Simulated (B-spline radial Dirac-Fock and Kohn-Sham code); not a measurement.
# What relativity does to the binding energies of Cu¹⁴⁺

System: Cu¹⁴⁺ in the configuration 1s2 2s2 2p6 3s2 3p3.

Both columns are ΔSCF binding energies of the configuration average from an atomic code on a B-spline grid: non-relativistic Hartree-Fock with a point nucleus, and Dirac-Fock with a finite nucleus and the Coulomb interaction alone, averaged over the two j levels with weights 2j+1.

```tsv
shell	Hartree-Fock (eV)	Dirac-Fock (eV)	shift (eV)	shift (%)
1s	9397.7	9501.9	+104.28	+1.11
2s	1572.8	1596.1	+23.28	+1.48
3s	516.3	521.7	+5.39	+1.04
3p	474.0	475.6	+1.59	+0.34
```

Relativity binds 1s, 2s, 3s, 3p more strongly, among those listed most of all 2s in relative terms.

Values without a named source are computed, but for edge energies of neutral atoms, which are taken from tables.
